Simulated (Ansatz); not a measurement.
Reactions of BH6NSeSi (`NB[SiH2][SeH]`).

Calculated with Ansatz (gas phase, PBE0-D4/def2-TZVP geometries, no zero-point term in ΔE). CBS: MP2 limit from def2 TZ/QZ plus the TZ coupled-cluster correction, frozen cores. This one scheme is used for every species. Elements past krypton have def2 core potentials. For Br, Se, Zr outer-core shells are correlated without core-valence functions, which leaves a few kJ/mol of doubt a bond. Scalar relativity is left out up to krypton. Each species was taken in one conformer, which may not be the lowest.

**Question.** Order these by ΔE at CCSD(T)/CBS, lowest first. (Estimate.)
A. `NB[SiH2][SeH]` + `CB(C)C` → `C[SiH2]BN` + `CB(C)[SeH]`
B. `NB[SiH2][SeH]` + `N=CCl` → `N=CBN` + `Cl[SiH2][SeH]`
C. `NB[SiH2][SeH]` + HBr → `[SeH][SiH2]Br` + `BN`
D. `NB[SiH2][SeH]` + `[F][Zr]([F])([F])[Cl]` → `NB[SiH2]Cl` + `[F][Zr]([F])([F])[SeH]`
E. `NB[SiH2][SeH]` + `[CH3][AlH][OH]` → `[CH3][AlH][O]BN` + `[SiH3][SeH]`

**Answer.** B (-148.3 kJ/mol), E (-126.8 kJ/mol), C (-108.3 kJ/mol), A (-13.3 kJ/mol), D (+31.8 kJ/mol).

Largest T1 diagnostic: 0.017, for `[F][Zr]([F])([F])[Cl]`.
